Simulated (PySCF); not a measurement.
## Working with the constants of KH

RHF-CCSD(T) constants of KH, ¹Σ⁺ (singlet), closed shell (basis K def2-SVP, H def2-SVP; no relativity; PySCF 2.14; masses 38.9637 and 1.0078 u):

* ωe: 915.0 cm⁻¹
* ωexe: 12.5 cm⁻¹
* Be: 3.2222 cm⁻¹
* αe: 0.0865 cm⁻¹
* D (centrifugal): 0.000160 cm⁻¹
* De to K + H: 1.47 eV

Task: Give the band origin of the fundamental and the first lines of its P and R branches.

Result: ν0 = ωe − 2ωexe = 890.0 cm⁻¹, B0 = 3.1789, B1 = 3.0924 cm⁻¹.

```csv
J″,P(J″) − ν0,R(J″) − ν0
0,,6.184
1,-6.357,12.192
2,-12.884,18.018
3,-19.575,23.661
4,-26.429,29.114
5,-33.439,34.376
6,-40.604,39.442
```

Task: Near which J would the R branch turn back, without centrifugal distortion?

Result: At J ≈ (B0 + B1)/(2(B0 − B1)) − 1 ≈ 35.

Measured values (Huber and Herzberg, Constants of Diatomic Molecules (1979)): ωe = 983.6 cm⁻¹, ωexe = 14.32 cm⁻¹, Be = 3.4123 cm⁻¹, αe = 0.0817 cm⁻¹.

Correlated steps freeze 5 core orbitals. Correlated levels converge slowly with the basis: in double zeta they bind strong bonds too weakly, by up to about 1 eV, and carry superposition errors of some tenths. Where the molecule has an RHF reference, its open-shell atoms are computed with UHF. The CCSD T1 diagnostic is raised, a sign that a single reference may not be enough here.
